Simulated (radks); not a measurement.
Task: These are the eigenvalues of the occupied orbitals of an atom or ion with whole-number occupations (hartree). Calculated with a radial shooting solver on a logarithmic mesh with Libxc functionals: non-relativistic Kohn-Sham, Slater X-alpha with alpha = 0.946, spin-polarised, spherical densities, point nucleus.

orbital  eigenvalue
1s up     -546.9620
1s down   -546.9492
2s up     -73.94656
2s down   -73.93846
2p up     -67.55754
2p down   -67.54585
3s up     -12.34786
3s down   -12.33002
3p up      -9.99206
3p down    -9.97216
3d up      -5.69190
3d down    -5.66925
4s up      -2.52847
4s down    -2.39160
4p up      -1.91942
4p down    -1.78454

Which element is it, and in what charge state? The configuration may be excited. Open shells, if any, are filled with parallel spins first.

Result: Z = 37, rubidium, charge +3: Rb3+ in [Ar] 3d10 4s2 4p4. The list shows which subshells hold electrons but not how many an open one holds; the 1s level, -546.96 hartree, gives Z - s = 33.1 by -(Z - s)^2/2, which with screening narrows Z to a few neighbours, and the depths of the outer levels then fix element, charge and occupations together.
